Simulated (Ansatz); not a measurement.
Relaxation of ClH$_{5}$O$_{2}$SiZn (10 atoms, charge 0, multiplicity 1), to a largest force component of 0.03 eV/Å in at most 50 steps.

The calculation used Ansatz, RKS PBE0-D4/def2-SVP.

```xyz
10
Properties=species:S:1:pos:R:3
Zn 0.097 -0.407 0.097
O -0.119 -0.081 1.847
H -0.913 -0.418 2.275
Cl 0.056 -0.655 -1.994
O 2.351 1.125 1.316
Si 2.884 -0.448 1.452
H 2.057 -1.342 0.549
H 4.271 -0.490 0.919
H 2.823 -0.994 2.835
H 1.578 1.319 1.892
```

Problem. Where does it end, and by what steps?

Solution. The run converged. The force dipped under the threshold on the way, but the program's further checks kept it going. After 22 steps the energy has fallen by 0.373 eV; H7 moved furthest, 1.63 Å. Joined: Zn1–O5 (2.99 → 2.12 Å).

```
step  energy less start (eV)  largest force component (eV/Å)  accepted
   0                  0.0000                           0.668       yes
   1                 -0.0864                           0.270       yes
   2                 -0.1367                           0.505       yes
   3                 -0.1829                           0.599       yes
   4                 -0.2257                           0.288       yes
   5                 -0.2696                           0.303       yes
   6                 -0.2976                           0.396       yes
   7                 -0.3269                           0.192       yes
   8                 -0.3420                           0.258       yes
   9                 -0.3470                           0.392       yes
  10                 -0.3614                           0.156       yes
  11                 -0.3562                           0.310        no
  12                 -0.3648                           0.087       yes
  13                 -0.3670                           0.149       yes
  14                 -0.3679                           0.112       yes
  15                 -0.3692                           0.074       yes
  16                 -0.3703                           0.102       yes
  17                 -0.3713                           0.087       yes
  18                 -0.3715                           0.112       yes
  19                 -0.3725                           0.031       yes
  20                 -0.3729                           0.033       yes
  21                 -0.3733                           0.020       yes
  22                 -0.3734                           0.022       yes
```

```xyz
10
Properties=species:S:1:pos:R:3
Zn 0.035 0.208 0.072
O -0.628 0.043 1.768
H -1.494 0.355 2.037
Cl 0.179 0.313 -2.038
O 1.756 0.095 1.309
Si 3.229 -0.703 1.479
H 3.025 -2.181 1.554
H 4.030 -0.352 0.276
H 3.907 -0.236 2.723
H 1.046 0.069 2.010
```

Whether the end is a true minimum wasn't checked by a vibrational analysis.

Run time: 58 s on 4 threads of Arm Neoverse V1, on a shared host, peak memory 0.32 GiB.
